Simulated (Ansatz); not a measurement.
Total energies of the cluster GeAu2⁻ (the lowest doublet isomer of a short search) from Ansatz at PBE0-D4/def2-TZVPD, gas phase (1 Eh = 27.2114 eV = 2625.5 kJ/mol). The reference geometry is relaxed at r2SCAN-D4/def2-TZVPD.

Cartesian coordinates in Å:
```
Au -1.428 0.758 0.501
Au 1.581 -0.225 0.561
Ge -0.153 -0.534 -1.063
```

```
            state                         geometry  energy (Eh)
charge -1 doublet                        reference  -2348.32755
 charge 0 singlet                        reference  -2348.26506
charge -1 quartet  relaxed at r2SCAN-D4/def2-TZVPD  -2348.26254
```

In the def2 sets Au takes a core potential; there is no spin–orbit coupling.

Work out the vertical ionisation energy to the singlet.

E(charge 0 singlet) − E(charge -1 doublet) = -2348.26506 − (-2348.32755) = 0.06249 Eh = 1.70 eV. For comparison, −ε of the highest occupied level of the spin that leaves is 0.12 eV at this level, 1.58 eV less.

Which of the charge -1 states is lowest, and how far above it are the others?

The doublet. quartet: -2348.26254 − (-2348.32755) = 0.06501 Eh = 170.7 kJ/mol. The quartet differs in its bonds from the reference.

At PBE0-D4/def2-TZVPD the highest occupied level of the charge -1 quartet lies above zero (up to 0.54 eV). It is a level of α spin, whose loss leaves a triplet; that state wasn't run at this geometry and level. The electron is either unbound and held by the finite basis, or the level is raised by self-interaction error. 

The structure comes from a short search, and lower isomers may exist.
